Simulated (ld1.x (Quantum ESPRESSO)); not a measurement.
# indium (In): variants of one TM semilocal potential

Base potential:

ld1.x (Quantum ESPRESSO) 7.5 input, shortened:

```
&input
   title='In', zed=49., rel=1, dft='PBE', iswitch=3,
   config='[Kr] 4d10 5s2 5p1'
 /
 &inputp
   pseudotype=1, tm=.true., lloc=0,
   nlcc=.true., new_core_ps=.true., rcore=2.35
 /
2
5P  2  1   1.00   0.00  2.35  2.35  0.0
5S  1  0   2.00   0.00  2.35  2.35  0.0
 &test
   configts(1)='5s2 5p1'
 /
```

All-electron outer shells of the reference configuration (PBE, scalar-relativistic, ld1.x):

```
shell  level (eV)  outermost node (bohr)  outermost maximum (bohr)
   4p      -78.13                   0.42                      0.82
   4d      -18.62                   0.40                      0.94
   5s       -8.21                   1.02                      2.16
   5p       -2.52                   1.14                      2.85
```

Cutoffs, loose and tight: the cutoffs (Ry, on a coarse ladder) from which the occupation-weighted sum of valence levels, in a spherical-Bessel basis at the reference potential, stays within 10 and 1 mRy of its value at 400 Ry. They do not see the model core or the augmentation charge, which bear on the density cutoff. Test errors are all-electron minus pseudo excitation energies from the reference, over the configurations 5s2 5p0; 5s1 5p0; 5s2 5p0.5; 5s2 5p1.3; 5s1 5p2; 5s0 5p3; 5s1 5p1. A dash means not determined; rows that change the core or the reference have their own tests.

A semilocal file is local in each channel, so a ghost entry of none says nothing of the separable form that plane-wave codes build from it.

| change | outcome | cutoff, loose | cutoff, tight | bound ghosts | largest test error (meV) |
| --- | --- | --- | --- | --- | --- |
| base | generated | 15 Ry | 25 Ry | none | -200 |
| core correction Bessel-smoothed model core inside 0.88 bohr | generated | 15 Ry | 25 Ry | none | -212 |
| core correction Bessel-smoothed model core inside 1.24 bohr | generated | 15 Ry | 25 Ry | none | -212 |
| core correction Bessel-smoothed model core inside 1.48 bohr | generated | 15 Ry | 25 Ry | none | -212 |
| core correction Bessel-smoothed model core inside 1.98 bohr | generated | 15 Ry | 25 Ry | none | -210 |
| core correction Bessel-smoothed model core inside 2.46 bohr | generated | 15 Ry | 25 Ry | none | -195 |
| core correction Bessel-smoothed model core inside 2.64 bohr | generated | 15 Ry | 25 Ry | none | -187 |
